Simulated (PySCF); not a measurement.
# One molecule, several mistakes: ClH3NOSi

All numbers below are calculated, not measured. They come from PySCF 2.14.0, an open-source quantum chemistry program, on an isolated molecule that a program drew, which may never have been made. The molecule is ClH3NOSi (charge 0, doublet), drawn as the SMILES string `N[Si](O)Cl`.

Each row is a Hartree-Fock (HF) and frozen-core CCSD(T) single point in the cc-pV(D+d)Z basis, meant for a local HF minimum. Run 1 is clean. Each other run has one planted mistake out of seven kinds, and not every kind appears here: one electron removed, one electron added, multiplicity raised by two, geometry at a saddle point, minimal basis STO-3G, one bond length entered in bohr, all coordinates scaled. The reference is restricted for singlets and unrestricted otherwise, and also for a bond in bohr. Adding or removing an electron swaps singlet and doublet. Electrons count all cores. HOMO and LUMO are orbital energies over both spins, the gradient is its largest component, and the lowest frequency (negative if imaginary) is given only where the gradient is small. Bond lengths are over the 6 bonds as drawn. T1 is the CCSD diagnostic: over 0.02 (restricted) or 0.045 (unrestricted) a single reference is doubtful.

Geometry of the clean run:
```xyz
7
ClH3NOSi, angstrom
N    -0.7354    0.4808   -0.2532
Si    0.0722    0.0821    1.1957
O     1.6898    0.2134    0.9555
Cl   -0.3125    1.3692    2.7863
H    -1.7216    0.3114   -0.3242
H    -0.4911    1.3334   -0.7276
H     2.0555   -0.2357    0.2067
```

| run | electrons | basis functions | <S^2> | HOMO (eV) | LUMO (eV) | gradient (hartree/bohr) | lowest frequency (cm^-1) | mean bond (Å) | longest bond (Å) | T1 | HF (hartree) | CCSD(T) (hartree) | mistake |
|---|---|---|---|---|---|---|---|---|---|---|---|---|---|
| 1 | 49 | 89 | 0.753 | -9.28 | 1.82 | 1.6e-05 | 196 | 1.3974 | 2.082 | 0.0129 | -879.59975 | -880.21626 | no fault |
| 2 | 49 | 31 | 0.753 | -6.84 | 4.89 | 4.2e-02 | - | 1.3974 | 2.082 | 0.0141 | -869.55169 | -869.68923 | minimal basis STO-3G |
| 3 | 49 | 89 | 0.759 | -8.32 | 2.13 | 5.7e-05 | -491 | 1.4091 | 2.139 | 0.0152 | -879.54093 | -880.16971 | ? |
| 4 | 49 | 89 | 0.757 | -10.05 | 0.75 | 6.2e-02 | - | 1.5147 | 2.257 | 0.0161 | -879.55501 | -880.18801 | ? |

**Which mistake was planted in run 3, and what did it cost?**

The gradient is small, so the point is stationary, but the lowest frequency is imaginary (-491 cm^-1). So the mistake is: geometry at a saddle point. Subtracting run 1 and multiplying by 627.51 kcal/mol a hartree, the energy moved by 36.9 kcal/mol in HF and 29.2 kcal/mol in CCSD(T).

**Which mistake was planted in run 4, and what did it cost?**

The mean and the longest bond both change by the same factor, 1.084, and the gradient is no longer small. So the mistake is: all coordinates scaled. Subtracting run 1 and multiplying by 627.51 kcal/mol a hartree, the energy moved by 28.1 kcal/mol in HF and 17.7 kcal/mol in CCSD(T).

